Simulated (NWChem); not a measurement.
BAsH$_{4}$O$_{2}$; SMILES OB(O)[AsH2]

```xyz
8

B     -0.0077     1.0255     0.0053
As    -0.0105    -1.0334    -0.0483
H     -0.9160    -1.1629     1.1665
H      1.2635    -1.1834     0.7800
O     -1.2140     1.6373    -0.0206
H     -1.1234     2.5987    -0.0470
O      1.1173     1.7919    -0.0238
H      1.9350     1.2895     0.0222
```
Atoms are numbered in this order, from 1.

All runs use the structure optimised with PBE0/def2-SVP.

**Question.** List the 4 lowest vertical singlet excitations from B3LYP/def2-SVP, full TDDFT (NWChem).

**Answer.** 
```
state  energy (eV)  oscillator strength  leading excitation (squared amplitude)
-----  -----------  -------------------  --------------------------------------
S1            6.31                0.021                      HOMO → LUMO (0.95)
S2            6.65                0.026                    HOMO → LUMO+1 (0.95)
S3            7.21                0.103                    HOMO → LUMO+2 (0.88)
S4            7.78                0.092                    HOMO → LUMO+3 (0.86)
```
